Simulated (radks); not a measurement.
Results of a calculation; reference values are marked as such.
Ionisation of Ne, [Ne], to Ne+, [He] 2s2 2p5, under several functionals. Scalar-relativistic Kohn-Sham, spin-unpolarised, spherical densities, point nucleus; a radial shooting solver on a logarithmic mesh with Libxc functionals. Known Delta-SCF values: AM05 22.386 eV; HCTH/407 22.937 eV. What does LDA (Slater exchange, Perdew-Wang correlation) give, and what is its highest occupied eigenvalue?

Answer. 22.657 eV by Delta-SCF; the 2p eigenvalue is -13.534 eV. NIST: 21.565 eV (measured).

Beside tabulated values, note that spin-unpolarised runs miss the spin-polarisation part of the exchange energy of open shells.
